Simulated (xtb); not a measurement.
F$_{2}$Sr, charge -1, doublet, from a rough starting geometry (GFN-xTB shapes and energies of metal compounds can be far from the true ones) (a state made from the parent by changing its charge; the spin is typed, not shown lowest); GFN2-xTB in xtb.

Input for xtb:
```
$ xtb mol.xyz --gfn 2 --chrg -1 --uhf 1 --opt vtight --json

# file mol.xyz
3

Sr    -0.06381758    -0.05659956    -0.00043800
F     -0.24895112     1.52893654    -1.34890071
F      0.22540303    -1.57368832     1.32096274
```

Output, abridged:

```
   ID    Z sym.   atoms
    1   38 Sr     1
    2    9 F      2, 3

           -------------------------------------------------
          |                Calculation Setup                |
           -------------------------------------------------

           -------------------------------------------------
          |                 G F N 2 - x T B                 |
           -------------------------------------------------

          ...................................................
          :                      SETUP                      :
          :.................................................:
          :  # basis functions                  18          :
          :  # atomic orbitals                  17          :
          :  # shells                            7          :
          :  # electrons                        17          :
          :  max. iterations                   250          :
          :  Hamiltonian                  GFN2-xTB          :
          :  restarted?                      false          :
          :  GBSA solvation                  false          :
          :  PC potential                    false          :
          :  electronic temp.          300.0000000     K    :
          :  accuracy                    1.0000000          :
          :  -> integral cutoff          0.2500000E+02      :
          :  -> integral neglect         0.1000000E-07      :
          :  -> SCF convergence          0.1000000E-05 Eh   :
          :  -> wf. convergence          0.1000000E-03 e    :
          :  Broyden damping             0.4000000          :
          :  net charge                         -1          :
          :  unpaired electrons                  1          :
          ...................................................

 iter      E             dE          RMSdq      gap      omega  full diag
   1     -4.3172263 -0.431723E+01  0.914E+01    0.87       0.0  T
   2    -10.0281493 -0.571092E+01  0.173E+01    4.69       1.0  T
   3    -10.1668566 -0.138707E+00  0.225E+01    6.62       1.0  T
   4    -10.2267401 -0.598836E-01  0.228E+01    7.00       1.0  T
   5    -10.2912202 -0.644801E-01  0.216E+01    6.39       1.0  T
   6    -10.2202586  0.709616E-01  0.549E+00    4.71       1.0  T
   7    -10.1614942  0.587645E-01  0.545E+00    4.51       1.0  T
   8    -10.2413159 -0.798217E-01  0.508E+00    4.81       1.0  T
   9    -10.2546747 -0.133588E-01  0.523E+00    4.88       1.0  T
  10    -10.3003600 -0.456853E-01  0.214E+00    5.44       1.0  T
  11    -10.2989988  0.136121E-02  0.148E+00    5.38       1.0  T
  12    -10.3014689 -0.247014E-02  0.166E+00    5.46       1.0  T
  13    -10.3014202  0.487112E-04  0.139E+00    5.45       1.0  T
  14    -10.3017696 -0.349403E-03  0.109E+00    5.47       1.0  T
  15    -10.3019324 -0.162761E-03  0.888E-01    5.49       1.0  T
  16    -10.3022305 -0.298069E-03  0.444E-01    5.51       1.0  T
  17    -10.3023026 -0.721016E-04  0.182E-01    5.53       1.0  T
  18    -10.3023168 -0.141999E-04  0.841E-02    5.53       1.0  T
  19    -10.3023209 -0.412079E-05  0.255E-02    5.54       2.3  T
  20    -10.3023212 -0.351003E-06  0.833E-03    5.54       6.9  T
  21    -10.3023213 -0.226545E-07  0.688E-03    5.54       8.4  T
  22    -10.3023213 -0.287912E-07  0.332E-03    5.54      17.4  T
  23    -10.3023213 -0.750617E-08  0.148E-03    5.54      39.0  T
  24    -10.3023213 -0.200712E-08  0.369E-05    5.54    1565.2  T
  25    -10.3023213 -0.178346E-11  0.282E-05    5.54    2047.0  T

   *** convergence criteria satisfied after 25 iterations ***

         :::::::::::::::::::::::::::::::::::::::::::::::::::::
         ::                     SUMMARY                     ::
         :::::::::::::::::::::::::::::::::::::::::::::::::::::
         :: total energy             -10.296495042380 Eh    ::
         :: gradient norm              0.015978222552 Eh/a0 ::
         :: HOMO-LUMO gap              5.538923062386 eV    ::
         ::.................................................::
         :: SCC energy               -10.302321335127 Eh    ::
         :: -> isotropic ES            0.262553650711 Eh    ::
         :: -> anisotropic ES          0.008853805319 Eh    ::
         :: -> anisotropic XC          0.001299516252 Eh    ::
         :: -> dispersion             -0.001012285101 Eh    ::
         :: repulsion energy           0.005826292747 Eh    ::
         :: add. restraining           0.000000000000 Eh    ::
         :: total charge              -1.000000000000 e     ::
         :::::::::::::::::::::::::::::::::::::::::::::::::::::

      -----------------------------------------------------------
     |                   =====================                   |
     |                        A N C O P T                        |
     |                   =====================                   |
     |               Approximate Normal Coordinate               |
     |                Rational Function Optimizer                |
      -----------------------------------------------------------
      -----------------------------------------------------------
     |                   =====================                   |
     |                        A N C O P T                        |
     |                   =====================                   |
     |               Approximate Normal Coordinate               |
     |                Rational Function Optimizer                |
      -----------------------------------------------------------

          ...................................................
          :                      SETUP                      :
          :.................................................:
          :   optimization level         verytight          :
          :   max. optcycles                   200          :
          :   ANC micro-cycles                  20          :
          :   degrees of freedom                 3          :
[...]
 * total energy  :   -10.2987204 Eh     change       -0.2207835E-03 Eh
 * total energy  :   -10.2987336 Eh     change       -0.1320942E-04 Eh
 * total energy  :   -10.2987371 Eh     change       -0.3543630E-05 Eh
 * total energy  :   -10.2987404 Eh     change       -0.3277040E-05 Eh
 * total energy  :   -10.2987433 Eh     change       -0.2865029E-05 Eh
 * total energy  :   -10.2987462 Eh     change       -0.2968403E-05 Eh
 * total energy  :   -10.2987498 Eh     change       -0.3574913E-05 Eh
 * total energy  :   -10.2987537 Eh     change       -0.3932928E-05 Eh
 * total energy  :   -10.2987570 Eh     change       -0.3248020E-05 Eh
 * total energy  :   -10.2987588 Eh     change       -0.1826211E-05 Eh
 * total energy  :   -10.2987595 Eh     change       -0.6936147E-06 Eh
 * total energy  :   -10.2987597 Eh     change       -0.1843732E-06 Eh
 * total energy  :   -10.2987597 Eh     change       -0.3592748E-07 Eh
   *** GEOMETRY OPTIMIZATION CONVERGED AFTER 16 ITERATIONS ***
[...]
          :  # electrons                        17          :
          :  max. iterations                   250          :
          :  Hamiltonian                  GFN2-xTB          :
          :  restarted?                      false          :
          :  GBSA solvation                  false          :
          :  PC potential                    false          :
          :  electronic temp.          300.0000000     K    :
          :  accuracy                    1.0000000          :
          :  -> integral cutoff          0.2500000E+02      :
          :  -> integral neglect         0.1000000E-07      :
          :  -> SCF convergence          0.1000000E-05 Eh   :
          :  -> wf. convergence          0.1000000E-03 e    :
          :  Broyden damping             0.4000000          :
          :  net charge                         -1          :
          :  unpaired electrons                  1          :
          ...................................................

 iter      E             dE          RMSdq      gap      omega  full diag
   1    -10.3100152 -0.103100E+02  0.129E-05    5.88       0.0  T
   2    -10.3100152 -0.213163E-13  0.860E-06    5.88    6711.6  T
   3    -10.3100152  0.532907E-14  0.983E-07    5.88   58748.2  T

   *** convergence criteria satisfied after 3 iterations ***

         :::::::::::::::::::::::::::::::::::::::::::::::::::::
         ::                     SUMMARY                     ::
         :::::::::::::::::::::::::::::::::::::::::::::::::::::
         :: total energy             -10.298759733302 Eh    ::
         :: gradient norm              0.000006581906 Eh/a0 ::
         :: HOMO-LUMO gap              5.883070858574 eV    ::
         ::.................................................::
         :: SCC energy               -10.310015216470 Eh    ::
         :: -> isotropic ES            0.263289556580 Eh    ::
         :: -> anisotropic ES          0.007734477522 Eh    ::
         :: -> anisotropic XC          0.001133447875 Eh    ::
         :: -> dispersion             -0.001029889456 Eh    ::
         :: repulsion energy           0.011255483168 Eh    ::
         :: add. restraining           0.000000000000 Eh    ::
         :: total charge              -1.000000000000 e     ::
         :::::::::::::::::::::::::::::::::::::::::::::::::::::

           -------------------------------------------------
          |                Property Printout                |
           -------------------------------------------------

    * Orbital Energies and Occupations

         #    Occupation            Energy/Eh            Energy/eV
      -------------------------------------------------------------
         1        2.0000           -0.4849131             -13.1952
         2        2.0000           -0.4814757             -13.1016
         3        2.0000           -0.2024365              -5.5086
         4        2.0000           -0.1984861              -5.4011
         5        2.0000           -0.1984760              -5.4008
         6        2.0000           -0.1981329              -5.3915
         7        2.0000           -0.1981049              -5.3907
         8        2.0000           -0.1934410              -5.2638
         9        1.0000           -0.1045960              -2.8462 (HOMO)
        10                          0.1116029               3.0369 (LUMO)
        11                          0.1156265               3.1464
        12                          0.2013186               5.4782
        13                          0.2013874               5.4800
        14                          0.2761260               7.5138
        15                          0.2818105               7.6685
        16                          0.4457679              12.1300
        17                          1.0557247              28.7277
      -------------------------------------------------------------
                  HL-Gap            0.2161989 Eh            5.8831 eV
             Fermi-level           -0.0727575 Eh           -1.9798 eV

     #   Z          covCN         q      C6AA      α(0)
     1  38 Sr       1.201     0.273   923.193   110.663
     2   9 F        0.601    -0.636    16.947     4.855
     3   9 F        0.601    -0.636    16.947     4.855

 Mol. C6AA /au·bohr⁶  :       1338.095328
 Mol. C8AA /au·bohr⁸  :     231108.514323
 Mol. α(0) /au        :        120.374249

Wiberg/Mayer (AO) data.
largest (>0.10) Wiberg bond orders for each atom

 ---------------------------------------------------------------------------
     #   Z sym  total        # sym  WBO       # sym  WBO       # sym  WBO
 ---------------------------------------------------------------------------
     1  38 Sr   1.316 --     3 F    0.658     2 F    0.658
     2   9 F    0.674 --     1 Sr   0.658
     3   9 F    0.674 --     1 Sr   0.658
 ---------------------------------------------------------------------------

Topologies differ in total number of bonds
Writing topology from bond orders to xtbtopo.mol

molecular dipole:
                 x           y           z       tot (Debye)
 q only:       -0.211       0.003      -0.006
   full:       -0.179       0.010      -0.003       0.455
molecular quadrupole (traceless):
                xx          xy          yy          xz          yz          zz
 q only:        8.384       2.293      -6.111      -1.946      12.752      -2.273
  q+dip:        8.486       2.316      -6.191      -1.977      12.935      -2.295
   full:        9.541       2.597      -6.979      -2.249      14.644      -2.562

optimized geometry written to: xtbopt.xyz

           -------------------------------------------------
          | TOTAL ENERGY              -10.298759733302 Eh   |
          | GRADIENT NORM               0.000006581906 Eh/α |
          | HOMO-LUMO GAP               5.883070858574 eV   |
           -------------------------------------------------

normal termination of xtb
```
